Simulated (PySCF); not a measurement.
Dipole response of Bi⁺ (bismuth, charge +1)

[Xe] 4f14 5d10 6s2 6p2, high-spin 3P determinant. Computed with PySCF 2.14 in aug-cc-pwCVTZ-PP with ECP60MDF (8s7p6d4f1g, 96 functions), with a scalar-relativistic core potential. Coupled (time-dependent) response in atomic units; α is the mean over directions.

```json
{"method": "PBEsol", "mean α (bohr³)": "27.69", "α xx, yy, zz": "23.42, 29.82, 29.82", "C₆ (like pair)": "256.9", "S(−4)": "206.6"}
```

S(−4) is the Cauchy moment in α(ω) = α(0) + S(−4) ω² + …

Spin-orbit coupling is absent.

α(iu) at PBEsol:

| u (hartree) | α(iu) (bohr³) |
| --- | --- |
| 0 | 27.69 |
| 0.0500 | 27.18 |
| 0.100 | 25.81 |
| 0.200 | 21.76 |
| 0.300 | 17.68 |
| 0.500 | 11.84 |
| 0.750 | 7.899 |
| 1.00 | 5.780 |
| 1.50 | 3.642 |
| 2.00 | 2.571 |
| 3.00 | 1.500 |
| 5.00 | 0.6887 |

For an ion, C₆ is the dispersion term alone; charge-induced terms of lower order in 1/R come first.

The components differ because the open shell of this determinant is not spherical; for a pure term their mean is the scalar polarisability.

Energies and moments cover only the electrons outside the core potential. Spin-orbit coupling is strong in this species (close to jj coupling), so the high-spin LS determinant is a model state, not a physical level.
